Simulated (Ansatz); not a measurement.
Isolated molecules relaxed with PBE0-D4/def2-TZVP in Ansatz; ΔE leaves out vibrations. CCSD(T)/CBS adds triple-zeta CCSD(T) − MP2 to the extrapolated MP2 energy (def2 sets, frozen cores). DFT in def2-TZVPP. Each species was taken in one conformer, which may not be the lowest.

Consider the ligand exchange at the Si–C bond: `N=C([SiH3])[SiH2]N` + `N[SiH](F)S` → `N[SiH2]S[SiH](N)F` + `N=C[SiH3]`.

```tsv
species	PBE-D4 energy (Eh)
`N=C([SiH3])[SiH2]N`	-730.99761
`N[SiH](F)S`	-844.43465
`N[SiH2]S[SiH](N)F`	-1190.36789
`N=C[SiH3]`	-385.09371
```

Q: Work out ΔE.

A: ΔE = (-1190.36789) + (-385.09371) − (-730.99761) − (-844.43465) = -0.02934 Eh = -0.80 eV. CCSD(T)/CBS gives -0.82 eV.

Largest T1 diagnostic among the species: 0.013.

From PBE to PBE0 (25 % exact exchange), in def2-TZVPP and without D4, ΔE moves by −0.05 eV. The D4 term adds −0.07 eV with B3LYP and −0.04 eV with PBE0; it sums over pairs of atoms, weighted by their polarisabilities, and B3LYP, whose exchange is more repulsive, gets the larger term.

B3LYP here is the variant with VWN-RPA as its local correlation; programs differ in this.
